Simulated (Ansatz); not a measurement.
Ansatz (an electronic-structure program) input (HF/6-31G*):

Ansatz 0.2 input:
```yaml
crystal:
  periodic: [false, false, false]
  atoms:
    - {symbol: Al, position_ang: [-0.15872697, -0.72929958, -0.28368908]}
    - {symbol: C, position_ang: [0.39095747, 1.04440137, 0.41721133]}
    - {symbol: H, position_ang: [-0.06645575, 1.22629641, 1.38954423]}
    - {symbol: H, position_ang: [0.04284747, 1.83786970, -0.24382676]}
    - {symbol: H, position_ang: [1.46476139, 1.15464954, 0.53034855]}
    - {symbol: H, position_ang: [-1.72344724, -1.00432929, -0.49137599]}
basis:
  gaussian:
    orbitals: 6-31G*
hamiltonian:
  xc: {name: HF}
magnetization: {spin_polarized: true, initial_magnetization: 1}
phonons: {temperatures: {t_min: 298.15, t_max: 298.15, t_step: 100}}
```

Problem. Which harmonic wavenumbers does it give?

Solution. 95, 498, 614, 636, 828, 1380, 1592, 1602, 1931, 3164, 3221, 3262 cm⁻¹ (unscaled; negative means imaginary).
